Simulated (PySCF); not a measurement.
Cd(NH2)(SH) (CdH₃NS), SMILES [NH2][Cd][SH]. Geometry optimised at B3LYP-D3(BJ)/def2-TZVP. The def2 effective core potentials stand for the cores of Cd; spin–orbit coupling is left out. Other conformers were not sampled.

Computed equilibrium geometry at B3LYP-D3(BJ)/def2-TZVP (PySCF confirms it by a frequency run) as a Z-matrix, and its point group (one conformer of several):
point group Cs.
```
Cd
N 1 2.0306
H 2 1.0146 1 112.31
H 2 1.0146 3 106.70 1 -123.48
S 1 2.3528 2 173.73 3 119.86
H 5 1.3447 1 93.80 2 180.00
```
